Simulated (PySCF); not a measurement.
C3H3F3, SMILES F[C@H]1CC1(F)F.

Geometry optimised at PBE0-D3(BJ)/def2-SVP. The structure was generated by enumeration; whether it is a known compound was not checked.

Two levels are set side by side: TDDFT-PBE/def2-SVPD (PySCF) and TDDFT-ωB97X/def2-SVPD (PySCF). Vertical, same geometry. The lowest singlet is HOMO→LUMO 98 % with PBE and HOMO→LUMO 53 %, HOMO→LUMO+1 22 %, HOMO→LUMO+3 16 % with the other functional; states are paired by order. Differences are taken from unrounded values.

| quantity | TDDFT-ωB97X | TDDFT-PBE | TDDFT-PBE minus TDDFT-ωB97X |
|---|---|---|---|
| lowest singlet excitation (eV) | 8.03 | 6.76 | -1.27 |
| lowest triplet excitation (TDA) (eV) | 7.53 | 6.39 | -1.14 |
| first bright state (f over 0.05) (eV) | 10.47 | 8.92 | -1.55 |
| its oscillator strength | 0.15 | 0.06 | -0.09 |

Functionals without exact exchange tend to place singlet excitations lower, as here. Differences between two approximate levels are no errors against the true value.

Rough cost on one machine, each run with all the roots and properties that it gave: TDDFT-ωB97X against TDDFT-PBE about 6 times.
